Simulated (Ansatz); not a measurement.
`[Cl][InH][SeH]` + `CO[SiH2]C` → `CO[SiH](C)[SeH]` + `[Cl][InH2]`  (formal exchange of groups at the Se–In bond)

Program: Ansatz. Geometries: PBE0-D4/def2-TZVP. ΔE: electronic, gas phase. CCSD(T)/CBS is the MP2 limit (def2-TZVPP, def2-QZVPP) plus CCSD(T) − MP2 in def2-TZVPP, frozen cores. Functionals use def2-TZVPP. B3LYP here is the variant with VWN-RPA as its local correlation; programs differ in this. def2 core potentials past Kr. For In, Se outer-core shells are correlated without core-valence functions, which leaves a few kJ/mol of doubt a bond. Scalar relativity is left out up to krypton. Each species was taken in one conformer, which may not be the lowest.

(1) Is it downhill or uphill in electronic energy at CCSD(T)/CBS, and by how much? (Estimate.)

(2) What do these levels give: PBE-D4, PBE0-D4, B3LYP-D4, ωB97X-V, PBE0, MP2/CBS(def2)? (An estimate is asked.)

Largest T1 diagnostic among the species: 0.014.

## Answers

(1) Ansatz gave: Uphill: ΔE = +0.39 eV.

(2) Ansatz gave: PBE-D4 0.32, PBE0-D4 0.33, B3LYP-D4 0.37, ωB97X-V 0.34, PBE0 0.37, MP2/CBS(def2) 0.40 eV.

In def2-TZVPP, CCSD(T) changes the Hartree–Fock value by −0.13 eV (the triples alone add −0.01 eV) and MP2 by −0.11 eV. The D4 term adds −0.06 eV with B3LYP and −0.03 eV with PBE0; it sums over pairs of atoms, weighted by their polarisabilities, and B3LYP, whose exchange is more repulsive, gets the larger term.
